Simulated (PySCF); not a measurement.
C₄H₃F, SMILES C#C/C=C\F. Atoms are numbered in the order given.

```xyz
8

C      0.4148    -2.2182     0.0000
C     -0.1884    -1.1646     0.0000
C     -0.9238     0.0515     0.0000
C     -0.3751     1.2751     0.0000
F      0.9388     1.4752     0.0000
H      0.9556    -3.1454     0.0000
H     -2.0172     0.0008     0.0000
H     -0.9518     2.2042     0.0000
```
Charge 0, spin multiplicity 1.

Geometry: B3LYP-D3(BJ)/def2-SVP. The structure was generated by enumeration; whether it is a known compound was not checked.

Calculation: CAM-B3LYP/def2-TZVP (PySCF).

Symmetry labels are those of the subgroup Cs that the program uses (full group Cs).

Computed valence orbital energies around the gap with their symmetry:
```
orbital  symmetry  energy (eV)
-------  --------  -----------
HOMO−7         A'       -16.65
HOMO−6         A'       -15.83
HOMO−5         A"       -15.18
HOMO−4         A'       -14.15
HOMO−3         A'       -12.67
HOMO−2         A"       -11.11
HOMO−1         A'        -9.52
HOMO           A"        -8.37
LUMO           A"         0.15
LUMO+1         A'         1.74
LUMO+2         A'         2.88
LUMO+3         A'         3.04
```
